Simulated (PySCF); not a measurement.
AlH7OSi2, SMILES [OH][Al]([SiH3])[SiH3].

The structure is a stationary point at r2SCAN-D4/def2-SVP. The geometry has at least one imaginary mode, so it is a saddle point at that level. The structure was generated by enumeration; whether it is a known compound was not checked. One conformer was computed; it need not be the lowest.

The numbers are results of PySCF with B3LYP/def2-TZVP, not measurements.

Isolated molecule, no solvent.

Computed frontier levels, gap, dipole moment and polarisability:
The highest occupied level is -6.71 eV and the lowest empty level is -1.93 eV. The orbital gap comes out as 4.78 eV. The dipole moment is 1.55 D and the quadrupole, principal values (traceless, Buckingham form, about the centre of nuclear charge) is -10.51, 3.94, 6.57 D·Å. The mean static polarisability is 96.3 bohr³ (14.27 Å³). The polarisability, principal values comes out as 75.5, 88.0, 125.4 bohr³.
